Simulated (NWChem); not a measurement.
System: BeH2Se; SMILES [BeH][SeH]

```xyz
4

Be     0.0181    -1.7547     0.0000
H      0.0248    -3.0813     0.0000
Se     0.0396     0.2879     0.0000
H     -1.4443     0.3107     0.0000
```
Atoms are numbered in this order, from 1.

Program: NWChem. The geometry was optimised at B3LYP/6-31G* (spherical d). B3LYP is NWChem's, with the RPA form of VWN correlation. Vertical excitations in the gas phase.

Task: What does the run give for B3LYP/aug-cc-pVDZ, TDA? Quantities: lowest excitation, singlet (eV); oscillator strength of that lowest state; lowest state with f > 0.02, singlet (eV); oscillator strength of that bright state; orbital gap (eV).

Result: 
```json
{
  "lowest excitation, singlet (eV)": "4.66",
  "oscillator_strength_of_that_lowest_state": "0.001",
  "lowest state with f > 0.02, singlet (eV)": "5.45",
  "oscillator_strength_of_that_bright_state": "0.053",
  "orbital gap (eV)": "5.84"
}
```
